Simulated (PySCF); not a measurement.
**Dipole moment and polarisability across levels of theory**

Species: C2H2N2Si.
Numbering: `[N:1]#[C:2][SiH2:3][C:4]#[N:5]` (hydrogens: H6, H7 on Si3)

PySCF, dipoles from the SCF density, polarisabilities from static response with core orbitals frozen. Geometry: PBE0-D3(BJ)/def2-SVP; no solvent, vibrations or thermal averaging.

**Question.** How do dipole and polarisability depend on functional and basis here?

**Answer.** 

```csv
level,μ (D),α (Å³),anisotropy (Å³)
LDA/def2-SVPD,3.776,8.55,3.59
PBE/def2-SVPD,3.628,8.43,3.59
B3LYP/def2-SVPD,3.746,8.18,3.35
PBE0/def2-SVPD,3.731,8.13,3.35
BHandHLYP/def2-SVPD,3.853,7.91,3.16
CAM-B3LYP/def2-SVPD,3.820,8.07,3.21
wB97X-D/def2-SVPD,3.776,8.13,3.25
LC-wPBE/def2-SVPD,3.802,7.92,3.12
HF/def2-SVPD,3.944,7.68,3.02
PBE0/6-31G*,3.559,6.61,3.36
PBE0/def2-SVP,3.556,6.85,3.08
PBE0/6-31+G*,3.771,7.50,3.54
PBE0/aug-cc-pVDZ,3.769,8.29,3.47
PBE0/def2-TZVP,3.689,7.78,3.53
PBE0/def2-TZVPD,3.705,8.29,3.43
PBE0/aug-cc-pVTZ,3.732,8.33,3.44
```

The anisotropy is √(½[(α1 − α2)² + (α2 − α3)² + (α3 − α1)²]). The dipole runs from 3.56 D (PBE0/def2-SVP) to 3.94 D (HF/def2-SVPD). No reference polarisability is at hand; against PBE0 in the largest diffuse basis at hand (aug-cc-pVTZ) the other PBE0 rows deviate by 6-31G* -21%, def2-SVP -18%, 6-31+G* -10%, def2-SVPD -2%, aug-cc-pVDZ 0%, def2-TZVP -7%, def2-TZVPD 0%. In one basis (def2-SVPD) the functionals order the polarisability from HF (lowest) to LDA (highest), a spread of 11%. With PBE0 the polarisability is 7.08 Å³ without diffuse functions (mean of 6-31G*, def2-SVP and def2-TZVP) and 8.11 Å³ with them (mean of 6-31+G*, def2-SVPD, aug-cc-pVDZ, def2-TZVPD and aug-cc-pVTZ).
